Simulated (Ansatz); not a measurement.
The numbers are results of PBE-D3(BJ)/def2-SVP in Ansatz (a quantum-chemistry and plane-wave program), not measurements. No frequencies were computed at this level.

Ansatz 0.2 input:
```yaml
crystal:
  periodic: [false, false, false]
  atoms:
    - { symbol: Zn, position_ang: [0.0, 0.0, 0.0] }
    - { symbol: H, position_ang: [-1.458827, -0.045754, -0.34287] }
    - { symbol: H, position_ang: [1.458827, 0.045754, 0.34287] }
basis:
  gaussian: { orbitals: def2-svp }
hamiltonian:
  xc: pbe
  dispersion: d3bj
relax:
  max_steps: 150
```

Output:

```
Functional definition: PBE
474 factors; their error is unknown
mean field evaluation 1: about -48434.1915 eV, gradient 4.1e1 eV
mean field evaluation 2: about -48431.7623 eV, gradient 6.2e1 eV
mean field evaluation 4: about -48436.6373 eV, gradient 6.9e-1 eV
mean field evaluation 8: about -48436.6158 eV, gradient 2.2e-3 eV
mean field -48436.61579230 eV, -1780.0127988496 hartree, gradient 3.9e-5 eV, S^2 0.000000; 0 other end points of the search recorded, 0 dependent functions left out
reference -48436.61583250 eV, -1780.0128003270 hartree; 16, 16 occupied and 25, 25 virtual orbitals, 474 factors
relax step   1: F+E_penalty+E_count = -48436.63484290 eV  Δ(F+E_penalty+E_count) = +0.000e0 eV  max|allowed force component| = 6.946e-1 eV/Å  Δτ_max = 0.0000 Å  (22 SCF iters, accepted)
these checks for a lower state are left out or cut short: starts, cluster_reference, orbital_swaps, neighbouring_geometries, increment
474 factors; their error is unknown
mean field evaluation 16: about -48436.6460 eV, gradient 3.2e-6 eV
mean field -48436.64602924 eV, -1780.0139100366 hartree, gradient 4.4e-5 eV, S^2 0.000000; 0 other end points of the search recorded, 0 dependent functions left out
reference -48436.64606937 eV, -1780.0139115114 hartree; 16, 16 occupied and 25, 25 virtual orbitals, 474 factors
relax step   2: F+E_penalty+E_count = -48436.66500690 eV  Δ(F+E_penalty+E_count) = -3.016e-2 eV  max|allowed force component| = 2.645e-1 eV/Å  Δτ_max = 0.0309 Å  (23 SCF iters, accepted)
these checks for a lower state are left out or cut short: starts, cluster_reference, orbital_swaps, neighbouring_geometries, increment
474 factors; their error is unknown
mean field -48436.65174745 eV, -1780.0141201770 hartree, gradient 4.6e-5 eV, S^2 0.000000; 0 other end points of the search recorded, 0 dependent functions left out
reference -48436.65178754 eV, -1780.0141216502 hartree; 16, 16 occupied and 25, 25 virtual orbitals, 474 factors
relax step   3: F+E_penalty+E_count = -48436.67068067 eV  Δ(F+E_penalty+E_count) = -5.674e-3 eV  max|allowed force component| = 1.030e-2 eV/Å  Δτ_max = 0.0204 Å  (22 SCF iters, accepted)
these checks for a lower state are left out or cut short: starts, cluster_reference, orbital_swaps, neighbouring_geometries, increment
474 factors; their error is unknown
mean field -48436.65175838 eV, -1780.0141205787 hartree, gradient 2.3e-5 eV, S^2 0.000000; 0 other end points of the search recorded, 0 dependent functions left out
reference -48436.65179847 eV, -1780.0141220519 hartree; 16, 16 occupied and 25, 25 virtual orbitals, 474 factors
relax step   4: F+E_penalty+E_count = -48436.67068980 eV  Δ(F+E_penalty+E_count) = -9.131e-6 eV  max|allowed force component| = 1.513e-7 eV/Å  Δτ_max = 0.0009 Å  (17 SCF iters, accepted)
474 factors; their error is unknown
mean field evaluation 32: about -48434.2798 eV, gradient 4.0e1 eV
mean field -48436.65175838 eV, -1780.0141205787 hartree, gradient 2.3e-5 eV, S^2 0.000000; 1 other end points of the search recorded, 0 dependent functions left out
reference -48436.65179847 eV, -1780.0141220519 hartree; 16, 16 occupied and 25, 25 virtual orbitals, 474 factors
Total energy: -48436.67072989 eV, -1780.0148177687 hartree
Atom 0 at    -0.000000    -0.000000    -0.000000 Å, force    -0.000000    -0.000000    -0.000000 eV/Å
Atom 1 at    -1.509555    -0.047345    -0.354793 Å, force     0.000000     0.000000     0.000000 eV/Å
Atom 2 at     1.509555     0.047345     0.354793 Å, force    -0.000000    -0.000000    -0.000000 eV/Å
Dipole moment:    -0.000000    -0.000000     0.000000 e Å
```

Cost: around 2.5 core-seconds (rough).
